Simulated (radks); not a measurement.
Excited configurations of Re IV: one electron is placed in a higher orbital outside [Xe] 4f14 5d3. The ground configuration is [Xe] 4f14 5d4. Calculated with a radial shooting solver on a logarithmic mesh with Libxc functionals: scalar-relativistic Kohn-Sham, r2SCAN, spin-unpolarised, spherical densities, finite nucleus; meta-GGA in the generalised Kohn-Sham scheme; Fermi nuclear charge, rms radius 5.3698 fm. Excitation = E - E(ground); binding = E(ion) - E, where the ion is the core of charge +4; n* = 4/sqrt(2 binding) in atomic units, and the quantum defect is n - n*.

| outer orbital | excitation (eV) | binding (eV) | n* | quantum defect | eigenvalue (eV) | <r> (bohr) |
|---|---|---|---|---|---|---|
| 5f | 24.943 | 14.292 | 3.903 | 1.097 | -11.815 | 4.009 |
| 6s | 4.709 | 34.526 | 2.511 | 3.489 | -30.557 | 2.490 |
| 6d | 22.241 | 16.993 | 3.579 | 2.421 | -14.731 | 4.187 |
| 7s | 21.904 | 17.331 | 3.544 | 3.456 | -15.478 | 4.830 |
| 7p | 25.045 | 14.190 | 3.917 | 3.083 | -12.632 | 5.633 |

Estimate the row for 7d.

Answer. excitation (eV) 28.936; binding (eV) 10.299; n* 4.598; quantum defect 2.402; eigenvalue (eV) -9.067; <r> (bohr) 7.315. The Delta-SCF ionisation energy is 39.235 eV (NIST Atomic Spectra Database: 39 eV, theoretical). Self-interaction in the functional shifts the binding energies and quantum defects, so they are the method's values and not measured ones. Spin polarisation and multiplet splitting are left out, so open shells lie too high by an amount that depends on their filling. Spin-orbit splitting is averaged out at the scalar-relativistic level.

Beside tabulated values, note that spin-unpolarised runs miss the spin-polarisation part of the exchange energy of open shells.
